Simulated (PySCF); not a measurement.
**ECD: `C1O[C@H](OC)[C@@H]1Cl`, C4H7ClO2**

Geometry:
```
atom   x (Å)   y (Å)   z (Å)
  C1   2.063   0.679   0.405
  O2   0.881   0.777  -0.365
  C3   0.169  -0.398  -0.433
  O4  -0.478  -0.763   0.788
  C5  -1.771  -0.418   0.284
  C6  -1.196  -0.228  -1.122
 Cl7  -1.486   1.321  -1.894
  H8   2.507   1.672   0.400
  H9   1.832   0.374   1.429
 H10   2.755  -0.043  -0.042
 H11   0.801  -1.227  -0.797
 H12  -2.488  -1.230   0.408
 H13  -2.150   0.500   0.740
 H14  -1.440  -1.017  -1.831
```

Method: PySCF 2.14.0, TDDFT CAM-B3LYP/aug-cc-pVDZ circular dichroism and optical rotation, one conformer, gas phase. Geometry: GFN2-xTB.

The molecule is flexible and this is one conformer; a measurement averages over conformers.

What are the CIP labels of the stereocentres?

C3 S, C6 R.

List the lowest 16 singlet excitations with oscillator and rotatory strengths.

Rotatory strengths R in 10⁻⁴⁰ esu² cm², velocity form and length form (origin at the centre of mass); f in length form.
```
state  E (eV)  λ (nm)       f  R (velocity)  R (length)                                    main
    1    7.16     173  0.0007          +0.6        +0.7    HOMO−1→LUMO 0.66, HOMO−1→LUMO+3 0.09
    2    7.25     171   0.030         -11.5       -11.4                          HOMO→LUMO 0.71
    3    7.40     168   0.003          -2.4        -2.5    HOMO→LUMO+7 0.25, HOMO−3→LUMO+7 0.16
    4    7.46     166   0.010          +0.5        +0.5  HOMO−2→LUMO+7 0.41, HOMO−2→LUMO+3 0.18
    5    7.53     165   0.006          -2.2        -2.1    HOMO→LUMO+1 0.16, HOMO−1→LUMO+1 0.13
    6    7.57     164   0.009         -32.7       -32.7      HOMO→LUMO+1 0.45, HOMO−3→LUMO 0.10
    7    7.65     162   0.018         +17.0       +17.4    HOMO−2→LUMO 0.61, HOMO−1→LUMO+2 0.11
    8    7.78     159   0.006          -4.6        -4.4  HOMO−1→LUMO+2 0.39, HOMO−1→LUMO+1 0.28
    9    7.84     158   0.009         -12.9       -12.5      HOMO→LUMO+2 0.52, HOMO−3→LUMO 0.14
   10    7.96     156   0.006          -0.4        -0.4                        HOMO→LUMO+3 0.46
   11    8.01     155   0.021          -4.5        -4.6  HOMO−1→LUMO+1 0.25, HOMO−1→LUMO+3 0.21
   12    8.13     153   0.009          -3.2        -3.1      HOMO−3→LUMO 0.20, HOMO→LUMO+2 0.17
   13    8.17     152   0.003          -0.4        -0.3  HOMO−1→LUMO+7 0.47, HOMO−1→LUMO+5 0.13
   14    8.28     150   0.021          -8.4        -8.2    HOMO−2→LUMO+3 0.14, HOMO→LUMO+6 0.12
   15    8.32     149   0.023         +35.3       +34.9    HOMO→LUMO+6 0.13, HOMO−2→LUMO+2 0.13
   16    8.39     148   0.011         -11.8       -11.9  HOMO−2→LUMO+2 0.49, HOMO−2→LUMO+1 0.14
```

Among the states computed, the strongest CD band (largest |R|) is state 15. The largest dissymmetry factor in size, g = 4R/(D+G), with D and G the electric and magnetic dipole strengths, is -0.041 for state 6 (velocity form, f = 0.009), among bands with |R| over 0.5. The mirror image has the same energies and oscillator strengths and all R with the opposite sign.
